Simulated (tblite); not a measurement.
Compound: C₆H₁₀GeO₂Si.
Geometry (GFN2-xTB, Å), atoms numbered from 1 in this order:
```
atom  x, y, z in Å
Ge1    3.535   -1.356   -0.173
O2     3.145    0.147   -0.991
Si3    1.703    0.873   -1.077
O4     0.764   -0.159   -0.229
C5    -0.551   -0.115    0.078
C6    -1.074   -1.154    0.842
C7    -2.412   -1.155    1.188
C8    -3.240   -0.124    0.777
C9    -2.721    0.908    0.015
C10   -1.383    0.917   -0.337
H11    4.999   -1.484   -0.450
H12    2.732   -2.459   -0.790
H13    3.236   -1.191    1.285
H14    1.303    0.923   -2.479
H15    1.801    2.165   -0.407
H16   -0.414   -1.950    1.155
H17   -2.810   -1.965    1.782
H18   -4.284   -0.126    1.051
H19   -3.362    1.715   -0.310
H20   -0.971    1.716   -0.933
```

Calculated harmonic vibrations of the isolated species, GFN2-xTB (tblite), most abundant isotopes, no scaling. Errors from tens to a few hundred cm⁻¹ against measured bands are possible. Modes of hydrogen on germanium and silicon can be 10 to 20 % off. One conformer, not necessarily the lowest.

Harmonic wavenumbers (cm⁻¹): 31.7, 37.2, 62.5, 91.9, 104.1, 131.1, 234.0, 253.4, 354.6, 378.5, 456.1, 484.8, 514.5, 566.7, 587.6, 588.8, 606.1, 612.6, 658.9, 727.7, 741.6, 764.2, 765.0, 802.0, 806.1, 809.2, 871.2, 888.4, 924.5, 925.2, 927.3, 947.4, 1000.1, 1078.3, 1112.1, 1178.8, 1184.0, 1269.0, 1277.9, 1320.3, 1439.7, 1473.7, 1586.7, 1600.4, 1955.9, 2032.5, 2054.5, 2273.4, 2301.0, 3078.2, 3080.5, 3090.5, 3095.8, 3100.8.

A = 2157, B = 361.9, C = 312.3 MHz; mass 215.966 u (most abundant isotopes); point group Cs, symmetry number 1.

Zero-point energy?

Half the sum of the wavenumbers: 29620 cm⁻¹ = 84.69 kcal/mol.

Entropy at 200 K, 1 bar (ideal gas, RRHO, classical rotation)?

Translation 40.06, rotation 30.37, vibration 26.31: S = 96.7 cal/(mol K).

And Cp and H(200 K) − H(0)?

Cp = 32.99 cal/(mol K), of which vibrations give 25.04 (their classical limit is 54 R = 107.3); H(200 K) − H(0) = 4.21 kcal/mol without the zero-point energy, 2.62 from vibrations.

How do the functions run with temperature in this model?

```csv
T (K),S (cal/(mol K)),Cp (cal/(mol K)),H − H(0) (kcal/mol),G − H(0) (kcal/mol),ln q(vib)
150,88.2,26.5,2.72,-10.51,4.99
250,104.8,39.8,6.03,-20.18,8.29
298.15,112.4,46.3,8.10,-25.41,9.86
400,127.7,58.2,13.44,-37.65,13.15
600,154.7,74.8,26.87,-65.96,19.49
900,188.1,89.4,51.72,-117.58,28.29
```

q(vib) and H(0) count from the zero-point level.

Which modes carry the vibrational entropy at 200 K?

31.7 cm⁻¹: 4.93; 37.2 cm⁻¹: 4.61; 62.5 cm⁻¹: 3.59; 91.9 cm⁻¹: 2.85; 104.1 cm⁻¹: 2.61; 131.1 cm⁻¹: 2.18 cal/(mol K); the other 48 give 5.55 together.

Hindered rotation and anharmonicity are outside this model. Other conformers, if any are populated, would add a mixing term that is left out.

Time: 0.94 s of wall time. Hardware: an Arm Neoverse V2 with one thread, shared host. This covers the Hessian and the dipole derivatives.
